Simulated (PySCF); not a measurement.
Compound: C3H2N4.
Structure used (PBE0-D3(BJ)/def2-SVP), in Å, numbered top down from 1:
```xyz
9
C3H2N4 angstrom
N      3.1844   -0.0357   -0.2268
C      2.0423    0.0830   -0.0748
C      0.6355    0.2006    0.0958
C     -0.3614   -0.6154   -0.4084
N     -1.4837   -0.0440    0.0628
N     -1.2218    1.0366    0.7995
N      0.0503    1.1957    0.8262
H     -0.3422   -1.5054   -1.0303
H     -2.4459   -0.3312   -0.0766
```

Computed with PySCF at B3LYP/def2-SVPD, non-relativistic, on one gas-phase PBE0-D3(BJ)/def2-SVP geometry that isn't relaxed in the solvent. The solvent is an IEF-PCM continuum (Bondi radii, 1.10 Å for H, scaled by 1.2), and excitations are vertical TDDFT with non-equilibrium linear response and a frozen core. The model holds no explicit solvent molecules, cavitation or dispersion.

Gas-phase singlets (H = HOMO, L = LUMO):

| state | E (eV) | λ (nm) | f | leading configurations |
| --- | --- | --- | --- | --- |
| S1 | 5.569 | 223 | 0.002 | H-1→L 94% |
| S2 | 5.855 | 212 | 0.008 | H-1→L+1 93% |
| S3 | 6.258 | 198 | 0.122 | H→L 84% |
| S4 | 6.365 | 195 | 0.109 | H→L+1 80%, H-2→L 10% |
| S5 | 6.675 | 186 | 0.000 | H→L+3 72%, H→L+2 15% |

Problem. Give the list for chloroform (ε = 4.711), n² = 2.09.

Solution. 
```csv
state,E (eV),λ (nm),f,leading configurations,change by rank (eV)
S1,5.818,213,0.001,H-1→L 99%,+0.249
S2,5.891,210,0.012,H-1→L+1 99%,+0.036
S3,6.197,200,0.289,"H→L 80%, H→L+1 8%",-0.061
S4,6.393,194,0.054,"H→L+1 76%, H-2→L 14%",+0.028
S5,6.512,190,0.000,H→L+2 95%,-0.163
```

Problem. The ground-state energy changes by -0.435 eV from gas to chloroform. By how much does the total energy of gas-phase S2 change?

Solution. E(S2) = E(S0) + excitation energy, so it changes by -0.435 + 0.036 = -0.399 eV: it is lowered less than the ground state, which is what a blue shift means. This is the vertical state, with the slow part of the continuum still set for S0.

Problem. How do the frontier levels move from gas to chloroform?

Solution. 
```tsv
orbital	gas (eV)	solvent (eV)	change (eV)
LUMO+2	-0.31	-0.09	+0.22
LUMO+1	-1.13	-1.01	+0.12
LUMO	-1.54	-1.33	+0.21
HOMO	-8.18	-8.04	+0.14
HOMO-1	-8.35	-8.33	+0.02
HOMO-2	-9.51	-9.30	+0.21
HOMO-3	-9.86	-10.01	-0.15
```

The HOMO–LUMO gap goes from 6.63 to 6.72 eV. Rows go by rank; for LUMO and LUMO+2 the atom shares or the degeneracy differ between the runs, so the row needn't follow one orbital.

The run took 16 s of wall time on one thread of an Arm Neoverse V2, no GPU, on a shared host, and the process peaked at 0.75 GiB of memory. This is the whole response run at B3LYP/def2-SVPD in chloroform, SCF included.
